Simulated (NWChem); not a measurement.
System: CH4BeS2; SMILES C[S][Be][SH]

The following NWChem deck was run.

```
start job
memory heap 200 mb stack 900 mb global 1100 mb
geometry units angstroms noautosym nocenter noautoz
  Be     0.268019    -0.445946     0.057225
  S     -0.205363    -2.292307     0.111618
  H     -0.198537    -2.404310    -1.237374
  S      0.761335     1.386490     0.023855
  C     -0.869878     2.223681    -0.009870
  H     -1.446819     1.950015    -0.902821
  H     -0.667503     3.302482    -0.042251
  H     -1.453348     2.004510     0.893822
end
basis spherical
  * library pcsseg-1
end
dft
  xc slater vwn_5
  iterations 150
end
property
  shielding
end
task dft property
```

Parts of the log:

```
             Northwest Computational Chemistry Package (NWChem) 7.3.0
             --------------------------------------------------------

                             Geometry "geometry" -> ""
                             -------------------------

 Output coordinates in angstroms (scale by  1.889725989 to convert to a.u.)

  No.       Tag          Charge          X              Y              Z
 ---- ---------------- ---------- -------------- -------------- --------------
    1 Be                   4.0000     0.26801900    -0.44594600     0.05722500
    2 S                   16.0000    -0.20536300    -2.29230700     0.11161800
    3 H                    1.0000    -0.19853700    -2.40431000    -1.23737400
    4 S                   16.0000     0.76133500     1.38649000     0.02385500
    5 C                    6.0000    -0.86987800     2.22368100    -0.00987000
    6 H                    1.0000    -1.44681900     1.95001500    -0.90282100
    7 H                    1.0000    -0.66750300     3.30248200    -0.04225100
    8 H                    1.0000    -1.45334800     2.00451000     0.89382200

 Effective nuclear repulsion energy (a.u.)     151.7226321663

                              NWChem Property Module
                              ----------------------

  itol2e modified to match energy
  convergence criterion.

                                 NWChem DFT Module
                                 -----------------

 Summary of "ao basis" -> "ao basis" (spherical)
 ------------------------------------------------------------------------------
       Tag                 Description            Shells   Functions and Types
 ---------------- ------------------------------  ------  ---------------------
 Be                         pcsseg-1                 6       12   3s3p
 S                          pcsseg-1                10       24   4s5p1d
 H                          pcsseg-1                 3        5   2s1p
 C                          pcsseg-1                 7       17   3s3p1d

  itol2e modified to match energy
  convergence criterion.

            General Information
            -------------------
          SCF calculation type: DFT
          Wavefunction type:  closed shell.
          No. of atoms     :     8
          No. of electrons :    46
           Alpha electrons :    23
            Beta electrons :    23
          Charge           :     0
          Spin multiplicity:     1
          Use of symmetry is: off; symmetry adaption is: off
          Maximum number of iterations: 150
          AO basis - number of functions:    97
                     number of shells:    45
          Convergence on energy requested:  1.00D-07
          Convergence on density requested:  1.00D-05
          Convergence on gradient requested:  5.00D-04

              XC Information
              --------------
                        Slater Exchange Functional  1.000 local
                      VWN V Correlation Functional  1.000 local

             Grid Information
             ----------------
          Grid used for XC integration:  fine
          Radial quadrature: Mura-Knowles
          Angular quadrature: Lebedev.
          Tag              B.-S. Rad. Rad. Pts. Rad. Cut. Ang. Pts.
          ---              ---------- --------- --------- ---------
          Be                  1.05       70          11.0       590
          S                   1.00      123          14.0       770
          H                   0.35       60          14.0       590
          C                   0.70       70          13.0       590
          Grid pruning is: on
          Number of quadrature shells:   626
          Spatial weights used:  Erf1

      Superposition of Atomic Density Guess
      -------------------------------------

 Sum of atomic energies:        -849.10885435

      Non-variational initial energy
      ------------------------------

[...]

          -----------------------------------------
          Chemical Shielding Tensors (GIAO, in ppm)
          -----------------------------------------

                                NWChem CPHF Module
                                ------------------

  scftype          =     RHF
  nclosed          =       23
  nopen            =        0
  variables        =     1702
  # of vectors     =        3
  tolerance        = 0.10D-03
  level shift      = 0.00D+00
  max iterations   =       50
  max subspace     =       30

 SCF residual:    2.4123810680138076E-005

Iterative solution of linear equations
  No. of variables     1702
  No. of equations        3
  Maximum subspace       30
        Iterations       50
       Convergence  1.0D-04

   iter   nsub   residual    time
   ----  ------  --------  ---------
     1      3    1.72D-05      17.1

      Atom:    1  Be
        Diamagnetic
    137.9916      6.0071     -0.1201
      6.0071    165.9308     -0.5746
     -0.1201     -0.5746    135.4613

        Paramagnetic
    -93.4160     15.5163      0.7624
     15.5163    -22.0376      2.8004
      0.7624      2.8004    -93.7171

        Total Shielding Tensor
     44.5756     21.5234      0.6424
     21.5234    143.8932      2.2258
      0.6424      2.2258     41.7442

           isotropic =      76.7377
          anisotropy =     107.5040

          Principal Components and Axis System
                 1           2           3
              148.4070     41.7137     40.0923

      1         0.2031      0.1031      0.9737
      2         0.9789     -0.0434     -0.1995
      3         0.0217      0.9937     -0.1098

      Atom:    2  S
        Diamagnetic
   1055.5585      0.8163      0.0424
      0.8163   1059.6619      0.4782
      0.0424      0.4782   1058.6493

        Paramagnetic
   -335.1950      8.8187     15.8993
      8.8187   -275.5478     57.1710
     15.8993     57.1710   -479.4103

        Total Shielding Tensor
    720.3635      9.6349     15.9417
      9.6349    784.1141     57.6492
     15.9417     57.6492    579.2389

           isotropic =     694.5722
          anisotropy =     160.3065

          Principal Components and Axis System
                 1           2           3
              801.4432    719.2181    563.0553

      1         0.1640      0.9830     -0.0826
      2         0.9519     -0.1797     -0.2481
      3         0.2587      0.0380      0.9652

      Atom:    3  H
        Diamagnetic
     19.6271      0.9133      0.3810
      0.9133     24.1855      4.0961
      0.3810      4.0961     42.0407

        Paramagnetic
      3.7104     -0.2868     -0.0133
     -0.2868      3.0315     -0.7187
     -0.0133     -0.7187     -3.6127

        Total Shielding Tensor
     23.3375      0.6266      0.3676
      0.6266     27.2170      3.3774
      0.3676      3.3774     38.4281

           isotropic =      29.6608
          anisotropy =      14.5846

          Principal Components and Axis System
                 1           2           3
               39.3839     26.3619     23.2367

      1         0.0326      0.1636      0.9860
      2         0.2689      0.9487     -0.1663
      3         0.9626     -0.2705      0.0131

      Atom:    4  S
        Diamagnetic
   1061.6016     -3.8517      0.1510
     -3.8517   1058.8702     -0.2161
      0.1510     -0.2161   1053.4630

        Paramagnetic
   -594.7248     -8.1032     -2.6604
     -8.1032   -333.5401     -0.7791
     -2.6604     -0.7791   -426.3001

        Total Shielding Tensor
    466.8768    -11.9549     -2.5094
    -11.9549    725.3301     -0.9953
     -2.5094     -0.9953    627.1630

           isotropic =     606.4566
          anisotropy =     179.1496

          Principal Components and Axis System
                 1           2           3
              725.8897    627.1957    466.2845

      1        -0.0460     -0.0163      0.9988
      2         0.9989      0.0082      0.0462
      3        -0.0089      0.9998      0.0159

      Atom:    5  C
        Diamagnetic
    259.2650     -7.0409      0.3268
     -7.0409    251.2002     -0.1376
      0.3268     -0.1376    246.8227

        Paramagnetic
    -74.8580     -4.0838     -0.0965
     -4.0838    -81.4338     -0.0673
     -0.0965     -0.0673    -83.7445

        Total Shielding Tensor
    184.4070    -11.1247      0.2303
    -11.1247    169.7663     -0.2049
      0.2303     -0.2049    163.0782

           isotropic =     172.4172
          anisotropy =      26.9848

          Principal Components and Axis System
                 1           2           3
              190.4070    163.7768    163.0677

      1         0.8802      0.4731      0.0382
      2        -0.4745      0.8752      0.0939
      3         0.0110     -0.1008      0.9948

      Atom:    6  H
        Diamagnetic
     31.8103     -1.0155      8.4004
     -1.0155     24.8395      1.5683
      8.4004      1.5683     31.1098

        Paramagnetic
     -0.2675     -1.2427     -2.8084
     -1.2427      0.8406     -0.5825
     -2.8084     -0.5825     -2.5064

        Total Shielding Tensor
     31.5428     -2.2582      5.5920
     -2.2582     25.6801      0.9858
      5.5920      0.9858     28.6034

           isotropic =      28.6088
          anisotropy =      11.0821

          Principal Components and Axis System
                 1           2           3
               35.9969     27.1500     22.6796

      1         0.7995     -0.2803     -0.5313
      2        -0.1187      0.7932     -0.5972
      3         0.5888      0.5405      0.6009

      Atom:    7  H
        Diamagnetic
     25.7215     -1.4582      0.0675
     -1.4582     40.1965     -0.5678
      0.0675     -0.5678     22.3916

        Paramagnetic
      1.2855     -0.9428      0.0080
     -0.9428     -3.4883      0.1888
      0.0080      0.1888      0.8922

        Total Shielding Tensor
     27.0070     -2.4009      0.0755
     -2.4009     36.7081     -0.3789
      0.0755     -0.3789     23.2837

[...]
```

Level: LDA (Slater exchange, VWN5)/pcSseg-1, GIAO. The geometry was optimised at PBE0/def2-SVP. The printed shielding anisotropy is the first printed principal value minus the mean of the other two.
